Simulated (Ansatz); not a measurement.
The same atomization along the group B, Al, Ga.

Calculated with Ansatz (gas phase, PBE0-D4/def2-TZVP geometries, no zero-point term in ΔE). CBS: MP2 limit from def2 TZ/QZ plus the TZ coupled-cluster correction, frozen cores. This one scheme is used for every species, atoms too. Open shells (•) are unrestricted, without spin–orbit coupling. Spin–orbit coupling would lower the free atoms: a little for Al, B, C, S; clearly for Ga. For Ga outer-core shells are correlated without core-valence functions, so the limit isn't a true one: a few kJ/mol of doubt a bond, and 10 to 20 or more in all where bonds break to atoms. Scalar relativity is left out up to krypton.

(1) Order these by ΔE at CCSD(T)/CBS, lowest first. (Best estimate.)
A. `[CH3][Ga]1[CH2][S]1` → Ga• + 2 C• + 5 H• + S•
B. `[CH3][Al]1[CH2][S]1` → Al• + 2 C• + 5 H• + S•
C. `CB1CS1` → B• + 2 C• + 5 H• + S•

Largest T1 diagnostic: 0.018, for Al•.

Answers

(1) A (+3093.9 kJ/mol), B (+3184.6 kJ/mol), C (+3479.6 kJ/mol).

For atomizations the MP2-based limit and the directly extrapolated one differ by several kJ/mol either way, and by 10 to 25 for some Ge, Se and Sn compounds, so smaller differences from it don't rank the levels.
